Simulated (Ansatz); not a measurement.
Two isomers of C2H6BrFSi: A = `FC([SiH3])CBr`, B = `FC[SiH2]CBr`.

Program: Ansatz. Geometries: PBE0-D4/def2-TZVP. ΔE: electronic, gas phase. CCSD(T)/CBS adds triple-zeta CCSD(T) − MP2 to the extrapolated MP2 energy (def2 sets, frozen cores). Functionals use def2-TZVPP. B3LYP here is the variant with VWN-RPA as its local correlation; programs differ in this. For Br outer-core shells are correlated without core-valence functions, which leaves a few kJ/mol of doubt a bond. Scalar relativity is left out up to krypton. One conformer a species, not always the lowest.

(1) Which isomer does CCSD(T)/CBS put lower? Give the gap. (An estimate is asked.)

(2) Give E(B) − E(A) in kcal/mol with r2SCAN-D4, MP2/def2-TZVPP, CCSD/def2-TZVPP, B3LYP, PBE-D4, ωB97M-V, CCSD(T)/def2-TZVPP. (Best estimate.)

Largest T1 diagnostic: 0.010.

Answers

(1) The calculation gave: B, by 6.4 kcal/mol.

(2) The calculation gave: r2SCAN-D4 -5.8, MP2/def2-TZVPP -6.2, CCSD/def2-TZVPP -6.1, B3LYP -6.0, PBE-D4 -5.9, ωB97M-V -6.5, CCSD(T)/def2-TZVPP -5.9. None reverses the order clearly.
